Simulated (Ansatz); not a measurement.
Computed with Ansatz.

A structure relaxed at PBE0-D4/def2-TZVP, charge 0, multiplicity 1:

Cartesian coordinates in Å:
```
Cl 0.467 1.483 -1.816
C 1.062 -0.017 -1.048
Si 0.410 -0.072 0.721
B -1.609 -0.073 0.685
Cl -2.543 0.686 1.944
Cl -2.450 -0.899 -0.600
H 0.696 -0.855 -1.641
H 2.150 -0.003 -1.095
H 0.869 -1.335 1.371
H 0.947 1.085 1.480
```

Problem. Give its formula and SMILES.

Solution. CH4BCl3Si, `ClC[SiH2]B(Cl)Cl`.

Problem. Summarise the bond lengths by kind.

Solution. 1 × C–Cl 1.788 Å; 1 × C–Si 1.885 Å; 2 × C–H 1.090 Å; 1 × B–Si 2.019 Å; 2 × H–Si 1.484 to 1.493 Å; 2 × B–Cl 1.741 to 1.745 Å.
